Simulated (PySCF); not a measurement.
Spinor energies of Li (lithium, neutral)

Start: [He] 2s1; 2s1/2 filled at m_j = +1/2. Calculated with PySCF 2.14 in an even-tempered Gaussian basis (19 s from 0.019 bohr⁻², ratio 2.4; 11 p from 0.025 bohr⁻², ratio 2.4; 6 d from 0.076 bohr⁻², ratio 2.6; 6 f from 0.11 bohr⁻², ratio 2.6): generalised Hartree-Fock with the X2C-1e Hamiltonian and a Gaussian nucleus; one run each with spin-orbit coupling (SO) switched off, then screened by Boettger's factors.

```
spinor shell  electrons  ε, spin-free (eV)  ε, screened SO (eV)  weight of nominal j (screened SO)  rms radius, screened SO (bohr)
       1s1/2          2            -67.425              -67.425                              1.000                           0.668
       2s1/2          1             -5.344               -5.344                              1.000                            4.21
```

| quantity | spin-free | screened SO |
| --- | --- | --- |
| E (hartree) | -7.43342 | -7.43342 |
| M_J | 1/2 | 1/2 |
| ⟨J²⟩ | 0.750 | 0.750 |
| ⟨L²⟩ | 0.000 | 0.000 |
| ⟨S²⟩ | 0.750 | 0.750 |

Each row is a mean over spinors that exchange with the open shell spreads, by up to 0.489 eV (1s1/2).

Without spin-orbit coupling the j labels of p, d and f shells carry no meaning; the spin-free column gives the mean over the occupied spinors of each nl shell.
